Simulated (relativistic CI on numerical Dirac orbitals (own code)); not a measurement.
Calculated at this level of theory: Dirac-Coulomb-Breit CI, separate exchange-only KLI orbitals for each configuration, a model potential for QED, unscaled Slater integrals (own radial code, finite nucleus).

The strongest absorption lines from the ground level of an ion, among the configurations computed and to levels below about 5560 eV (vacuum wavelength in Å, gf): 2.2429 (0.044), 2.2609 (0.031), 2.5784 (0.093), 2.6203 (0.07), 3.5722 (0.29), 3.7369 (0.26), 23.235 (0.57), 77.586 (0.079).

(1) Which ion is it?
A. Au68+
B. W63+
C. W61+
D. Tm58+

Answers

(1) B. W63+ has 11 electrons and the ground level 3s 2S_1/2; the strongest line goes to 3p 2P°_3/2. The pattern of lines fixes the number of electrons, and along that sequence the line energies rise steadily with the charge (about as its square where n changes within one kind of shell, about linearly where n is kept but much faster in heavy ions where fine structure, which grows about as Z⁴, sets the gap, and irregularly where shells cross), which fixes Z. Configurations outside the model, such as inner-shell arrays, can give stronger lines. At this charge energies of transitions that change n are usually good to better than 1 %, and those within a shell (Δn = 0) to a few per cent.
